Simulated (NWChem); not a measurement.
# C$_{2}$H$_{4}$F$_{2}$OSi; SMILES FC(F)=CO[SiH3]

```xyz
10

F      1.2429    -1.6798     0.0702
C     -0.0393    -1.4334    -0.0181
F     -0.7571    -2.5183     0.1616
C     -0.5739    -0.2397    -0.2719
O      0.1979     0.8461    -0.5124
Si    -0.0254     2.3479     0.2064
H     -1.6640    -0.1533    -0.3312
H     -1.4243     2.8148    -0.0379
H      0.9556     3.2525    -0.4444
H      0.2128     2.2696     1.6781
```
Atoms are numbered in this order, from 1.

Computed with NWChem. Pople sets run with spherical d functions. The geometry was optimised at PBE0/def2-SVP. Level M06-L/6-31G*: energy and gradient on several grids; changes count from the extra-fine grid, which is no exact limit either.

| grid | size of the energy change (μHa) | largest change of a gradient component (μHa/bohr) | time, medium = 1 (rough) |
|---|---|---|---|
| xcoarse | 70000 | 5000 | about 1 |
| coarse | 2000 | 2000 | about 1 |
| medium | 500 | 700 | about 1 |
| fine | < 10 | 100 | about 1 |
| xfine | < 10 | < 30 | 2 |
